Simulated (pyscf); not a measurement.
Single points on ωB97X-D3(BJ)/def2-SVP structures (PySCF, gas phase).

SMILES: [Se]([Nb]([Cl])([Cl])([Cl])[Cl])[SiH3]
```xyz
10

Si     0.4889     0.5761     1.5020
Se    -1.7212     0.4798     0.8769
Nb    -1.7917    -0.5227    -1.3523
Cl    -4.0581    -0.1932    -1.1583
Cl    -2.0715    -2.7698    -1.5139
Cl    -1.6635     0.8625    -3.1443
Cl     0.5101    -0.7848    -1.3479
H      1.2533     1.4357     0.5669
H      0.4186     1.2134     2.8460
H      1.0551    -0.7894     1.6127
```
Charge 0, spin multiplicity 1.

Problem. How much does it cost (ΔH, 298 K, ωB97M-D3(BJ)/def2-TZVP) to split `[SiH3][Se][Nb]([Cl])([Cl])([Cl])[Cl]` at its Nb–Se bond into H₃Si–Se• + [Cl–Nb(Cl)(Cl)–Cl]•?

Solution. Nb–Se to H₃Si–Se• + [Cl–Nb(Cl)(Cl)–Cl]•: 139.6 kJ/mol. The 7 functionals that were run give +139.6 (ωB97M-D3(BJ)/def2-TZVP) to +191.6 kJ/mol (ωB97X-D3(BJ)/def2-TZVP). The radicals are drawn with the spin at the cut bond; how far it spreads was not checked. Other isomers of H₃Si–Se• were not searched in full and may lie lower. Open-shell species with a d-block atom are single-reference here; other states, and whether the spin sits on metal or ligand, were not checked. Elements up to Kr have no core potential and no relativistic terms here. Elements past Kr carry the def2 core potentials, without spin-orbit coupling.
